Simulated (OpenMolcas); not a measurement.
Sm⁺: thermal populations, worked from levels

```
Program             : OpenMolcas
Basis               : ANO-RCC-VTZP [8s7p5d3f2g1h]
Scalar Hamiltonian  : DKH2, point nucleus
Active space        : 7 electrons in 8 orbitals (4f 6s)
State averaging     : 2S+1 = 8 even, 7 roots; 2S+1 = 6 even, 69 roots kept (CI in the orbitals of an earlier block); 2S+1 = 4 even, 42 roots kept (CI in the orbitals of an earlier block)
Spin-orbit coupling : state interaction with AMFI integrals over the reference wave functions, term energies averaged over their components
```

Methods: CASSCF; MS-CASPT2, IPEA 0.25 Eh, imaginary shift 0.1 Eh (closed shells correlated: 5s 5p). Measured levels: NIST Handbook of Basic Atomic Spectroscopic Data.

**Thermal populations.** Z = Σ (2J + 1) exp(-E/kT) with k = 0.695035 cm-1/K, over the levels below. No other level of either list lies under 3390 cm-1, which is above 7 kT at each temperature.

```tsv
Level	2J + 1	MS-CASPT2	measured
4f⁶ 6s ⁸F_1/2	2	0.0	0.0
4f⁶ 6s ⁸F_3/2	4	322	327
4f⁶ 6s ⁸F_5/2	6	850	838
4f⁶ 6s ⁶F_1/2(1)	2	1200	1518
4f⁶ 6s ⁸F_7/2	8	1537	1489
4f⁶ 6s ⁶F_3/2(1)	4	1741	2003
4f⁶ 6s ⁸F_9/2	10	2330	2238
4f⁶ 6s ⁶F_5/2(1)	6	2520	2689
4f⁶ 6s ⁸F_11/2	12	3200	3053
```

```
T (K)  Z, MS-CASPT2  Z, measured levels  Ground level (%), MS-CASPT2  Ground level (%), measured levels
  300         2.968               2.950                         67.4                               67.8
```

At 300 K, kT = 209 cm-1, and the computed levels give Z = 2.000 + 0.854 + 0.102 + 0.006 + 0.005 + 0.001 + 0.000 + 0.000 + 0.000 = 2.968.

Term energies are means over components that CASPT2 splits; among the terms shown or strongly mixed into the levels shown the widest spread is 530 cm-1 (4f⁶ 6s ⁸F, MS-CASPT2). High states are left out of the spin-orbit mixing, which shifts the levels that they would mix with. Terms from blocks run as CI alone lack orbitals of their own. Without dynamic correlation excited terms often stand tens of per cent too high (terms of higher spin than the ground term too low), and those without a measured partner can miss by more than the paired ones (holds for CASSCF). Measured partners are found by configuration, term and J. A level has none where our copy of the source lacks it or the pairing is in doubt (some pairs that miss far off the trend of their configuration count as doubtful), and it then counts in no deviation. Only configurations of the active space appear.

A number in round brackets counts repeated terms of one configuration in the order of the reference energies.
